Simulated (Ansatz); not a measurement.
## One elementary step

Start structure (BH4SO2F, closed shell), relaxed at PBE0-D4/def2-TZVP:

B1  (-0.526, 0.400, 0.734)
F2  (-0.289, 1.543, 0.087)
O3  (-1.746, -0.192, 0.681)
O4  (0.484, -0.124, 1.470)
H5  (1.192, 0.547, -2.148)
S6  (1.224, -0.789, -2.022)
H7  (-2.363, 0.261, 0.102)
H8  (0.225, -0.938, 1.909)
H9  (1.800, -0.708, -0.812)
(Å)

The step: BH₂O₂F ([OH][B]([OH])[F]) + H₂S → BH₃SO₂ ([OH][B]([OH])[SH]) + HF; bonds formed: B1–S6, F2–H5; bonds broken: B1–F2, H5–S6. Computed with Ansatz 0.2.0 (basis: def2-TZVPP and def2-QZVPP); correlated methods freeze the cores. Extrapolation: Hartree–Fock as exp(−7.88 √X), correlation as X^−2.97. Energies below are by CCSD(T) at an estimated basis limit (MP2 extrapolated from triple and quadruple zeta, plus CCSD(T) − MP2 in triple zeta).

(1) What are the electronic barrier and the energy of the step, from the start structure to the end structure? (An estimate is asked for; the value comes from the calculation.)

T1 diagnostic: at most 0.013.

Results:

(1) By the calculation: Barrier 183.7 kJ/mol; step energy 65.2 kJ/mol (uphill); reverse barrier, their difference, 118.5 kJ/mol. Barrier and step energy count from the start structure, the reverse barrier from the end structure.

The saddle point: One imaginary mode of 925i cm⁻¹.
```csv
pair,start (Å),saddle (Å),end (Å)
B1–S6,3.47,2.06,1.85
F2–H5,2.86,1.17,0.94
B1–F2,1.33,1.67,3.26
H5–S6,1.34,1.61,2.19
```

Zero-point energy (harmonic, PBE0-D4): ZPE is 140.6 kJ/mol at the start and 134.5 kJ/mol at the saddle, so the barrier goes from 183.7 to 177.6 kJ/mol.

Labels in which every atom is bracketed show which atoms are joined, not bond orders.

For scale, one of the runs: CCSD(T)/def2-TZVPP, 222 basis functions, launched by `ansatz run in.yaml --threads 4 --pin off --events-out ev --progress --plain --max-ram 9574MiB`. The run took 66 s on 4 CPU threads of an Intel Xeon Platinum 8259CL (shared host), with 3.7 GiB of host memory at its peak.
